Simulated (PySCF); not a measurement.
Coordinates in bohr (charge 0 multiplicity 3):
```
Ti   -0.3321    0.0000    0.8012
H     1.2005    0.0000    3.7764
O     0.7973    0.0000   -2.4159
H     2.1872    0.0000   -3.5685
```

These are results of PySCF, UPBE0, basis Ti def2-TZVP, H def2-TZVP, O def2-TZVP (no relativity, density fitting), not measurements.

This geometry of HTi(OH) is a stationary point at this level.

Problem. What is the point group?

Solution. Cs.

Problem. Is it a minimum?

Solution. Yes: all harmonic wavenumbers are real.

Problem. List the harmonic modes with their infrared intensities.

Solution. 
```json
{"symmetry": "a'", "ω (cm⁻¹)": "308", "IR (km/mol)": "150"}
{"symmetry": "a''", "ω (cm⁻¹)": "413", "IR (km/mol)": "242"}
{"symmetry": "a'", "ω (cm⁻¹)": "459", "IR (km/mol)": "146"}
{"symmetry": "a'", "ω (cm⁻¹)": "741", "IR (km/mol)": "187"}
{"symmetry": "a'", "ω (cm⁻¹)": "1588", "IR (km/mol)": "365"}
{"symmetry": "a'", "ω (cm⁻¹)": "3951", "IR (km/mol)": "156"}
```

Problem. What are the dipole moment and the gap between the highest occupied and lowest empty levels of either spin?

Solution. 1.63 D and 3.55 eV.

Problem. Give the atomic charges and bond orders.

Solution. 
| atom | Mulliken | Löwdin | polar tensor | spin (Mulliken) | Mayer order to Ti1 |
| --- | --- | --- | --- | --- | --- |
| Ti1 | 0.69 | 0.37 | 1.12 | 2.12 | – |
| H2 | -0.24 | -0.21 | -0.46 | -0.08 | 0.91 |
| O3 | -0.78 | -0.32 | -0.99 | -0.04 | 1.00 |
| H4 | 0.33 | 0.16 | 0.33 | 0.00 | 0.02 |
Other Mayer orders above 0.3: O–H 0.88.

Other isomers or separated fragments may lie lower. Open d and f shells are described by one determinant, and the ground state may have another occupation or spin.
